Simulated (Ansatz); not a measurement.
Basis sets compared for (Br2In-mu-SH)3 (In3H3S3Br6). Charge 0, multiplicity 1. Geometry PBE-D4/def2-SVP. Ansatz on 2 threads of AMD EPYC 7R13 on a shared host and a share (18 GiB) of an NVIDIA H100 80GB HBM3; times are rough, and most runs start from earlier orbitals.

Cartesian coordinates in Å:
```
In -2.106 -0.651 -0.647
Br -4.239 -1.217 -1.805
Br -1.937 -0.651 1.859
S -0.139 -2.049 -1.570
In 1.677 -1.720 0.274
Br 3.806 -1.215 -0.945
Br 1.335 -3.746 1.703
S 1.351 0.384 1.748
In 0.362 2.359 0.402
Br 2.386 3.409 -0.632
Br -1.257 3.626 1.828
S -1.138 1.558 -1.578
H -0.550 -3.205 -0.969
H 2.623 0.803 1.449
H -2.176 2.317 -1.117
```

In the def2 sets In takes a core potential; there is no spin–orbit coupling. Single mean-field runs in def2-TZVP are fitted with def2-universal-jkfit.

Binding counts from free atoms (In doublet, Br doublet, S triplet, H doublet) in the same basis, without a counterpoise term.

```csv
level,functions,energy (Eh),HOMO (eV),LUMO (eV),binding per atom (eV),wall time
PBE-D4/def2-SVP,339,-17207.1809,-7.05,-3.90,2.73,2.9 s
PBE0-D4/def2-SVP,339,-17207.8218,-8.40,-3.21,2.69,6 s
```

Estimate the rows for PBE-D4/def2-TZVP (with forces), PBE0-D4/def2-TZVP (with forces).


```tsv
level	functions	energy (Eh)	HOMO (eV)	LUMO (eV)	binding per atom (eV)	wall time
PBE-D4/def2-TZVP (with forces)	567	-17209.4920	-7.21	-4.01	2.72	6.5 s
PBE0-D4/def2-TZVP (with forces)	567	-17210.1248	-8.49	-3.27	2.70	9.5 s
```
